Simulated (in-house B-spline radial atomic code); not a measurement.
Inner-shell binding energies (edges) and X-ray emission energies of free atoms and ions, as differences of relaxed hole-state energies with first-order Breit, QED and recoil terms, without correlation or multiplet splittings, in NIST's listed ground configurations. For neutral atoms such line energies lie within some 1 to 5 eV of tabulated X-ray lines (up to 20 eV for the heaviest). K = 1s, L1 = 2s. A dash marks a subshell that is part filled or wasn't run, or a line left out. Computed with a B-spline radial code for spherical atoms: Dirac-Hartree-Fock, average of the configuration, finite nuclei.

| ion | configuration | K edge (eV) | L1 edge (eV) |
| --- | --- | --- | --- |
| Be | [He] 2s2 | 123.33 | 8.0449 |
| B+ | [He] 2s2 | 217.64 | 23.449 |
| C2+ | [He] 2s2 | 339.33 | 45.796 |
| N3+ | [He] 2s2 | 488.34 | 75.017 |
| O4+ | [He] 2s2 | 664.66 | 111.09 |
| F5+ | [He] 2s2 | 868.29 | 154.01 |
| Ne6+ | [He] 2s2 | 1099.27 | 203.79 |
